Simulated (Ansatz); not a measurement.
Ansatz (a first-principles code) input (BLYP/def2-TZVPD):

Ansatz 0.2 input:
```yaml
crystal:
  periodic: [false, false, false]
  atoms:
    - {symbol: Si, position_ang: [0.08688060, -0.65022964, 0.65075238]}
    - {symbol: N, position_ang: [-1.11004996, 0.79455577, 0.33711825]}
    - {symbol: Si, position_ang: [-2.88557156, 0.30831515, 0.02009655]}
    - {symbol: N, position_ang: [1.67236229, -0.11928474, 0.47127887]}
    - {symbol: Si, position_ang: [2.62251457, -0.05433288, -1.02092919]}
    - {symbol: H, position_ang: [-0.28383893, -1.01559697, 2.02339606]}
    - {symbol: H, position_ang: [-0.35943680, -1.57360464, -0.39942795]}
    - {symbol: H, position_ang: [-1.06029958, 1.43715856, 1.13061927]}
    - {symbol: H, position_ang: [-3.14209070, -0.73655443, 1.02086527]}
    - {symbol: H, position_ang: [-2.86604946, -0.18148101, -1.36352563]}
    - {symbol: H, position_ang: [-3.66584851, 1.53613895, 0.22179054]}
    - {symbol: H, position_ang: [2.16783280, 0.12203434, 1.32170894]}
    - {symbol: H, position_ang: [3.67189231, -1.08811856, -1.01426287]}
    - {symbol: H, position_ang: [1.62392453, -0.30531624, -2.08351827]}
    - {symbol: H, position_ang: [3.20375692, 1.29443220, -1.15566667]}
    - {symbol: H, position_ang: [-0.75955970, 1.33147400, -0.45963473]}
basis:
  gaussian:
    orbitals: def2-TZVPD
hamiltonian:
  xc: {name: BLYP}
total_charge: 1
output: {forces: true}
```

Output:

```
Functional definition: BLYP
integrals: 0.36 GiB planned
1744 factors; their error is unknown
0.43 GiB of the device are held for the grids
1.84 GiB of device memory are held for the factors and their scratch space
mean field: 1.92 GiB planned
mean field evaluation 1: about -26761.4241 eV, gradient 1.2e2 eV
mean field evaluation 2: about -26649.0693 eV, gradient 2.1e2 eV
mean field evaluation 4: about -26786.5032 eV, gradient 3.0e1 eV
mean field evaluation 8: about -26788.2431 eV, gradient 1.4e-1 eV
mean field evaluation 16: about -26788.2141 eV, gradient 5.7e-3 eV
mean field -26788.21407413 eV, -984.4487095207 hartree, gradient 4.2e-5 eV, S^2 0.000000; 0 other end points of the search recorded, 0 dependent functions left out
the calculation of the forces begins
reference -26788.21456662 eV, -984.4487276194 hartree; 33, 33 occupied and 269, 269 virtual orbitals, 1744 factors
Total energy: -26788.21456662 eV, -984.4487276194 hartree
Atom 0 at     0.086881    -0.650230     0.650752 Å, force    -0.116043    -0.242054     0.105110 eV/Å
Atom 1 at    -1.110050     0.794556     0.337118 Å, force    -0.070453    -0.077142     0.002591 eV/Å
Atom 2 at    -2.885572     0.308315     0.020097 Å, force    -0.236257    -0.024941    -0.039278 eV/Å
Atom 3 at     1.672362    -0.119285     0.471279 Å, force     0.091782     0.020419    -0.031422 eV/Å
Atom 4 at     2.622515    -0.054333    -1.020929 Å, force     0.180076     0.016934    -0.204389 eV/Å
Atom 5 at    -0.283839    -1.015597     2.023396 Å, force    -0.033054    -0.045098     0.154516 eV/Å
Atom 6 at    -0.359437    -1.573605    -0.399428 Å, force    -0.041473    -0.110835    -0.106966 eV/Å
Atom 7 at    -1.060300     1.437159     1.130619 Å, force     0.017442     0.218819     0.241296 eV/Å
Atom 8 at    -3.142091    -0.736554     1.020865 Å, force    -0.050097    -0.105925     0.099749 eV/Å
Atom 9 at    -2.866049    -0.181481    -1.363526 Å, force    -0.016368    -0.049372    -0.147109 eV/Å
Atom 10 at    -3.665849     1.536139     0.221791 Å, force    -0.094098     0.125671     0.019460 eV/Å
Atom 11 at     2.167833     0.122034     1.321709 Å, force     0.168747     0.078887     0.286351 eV/Å
Atom 12 at     3.671892    -1.088119    -1.014263 Å, force     0.115734    -0.108514    -0.005783 eV/Å
Atom 13 at     1.623925    -0.305316    -2.083518 Å, force    -0.079982    -0.023014    -0.116738 eV/Å
Atom 14 at     3.203757     1.294432    -1.155667 Å, force     0.065552     0.137096    -0.021629 eV/Å
Atom 15 at    -0.759560     1.331474    -0.459635 Å, force     0.098491     0.189069    -0.235760 eV/Å
Dipole moment:    -0.626729     0.419407     0.304086 e Å
```

It need not be the lowest isomer of its formula.
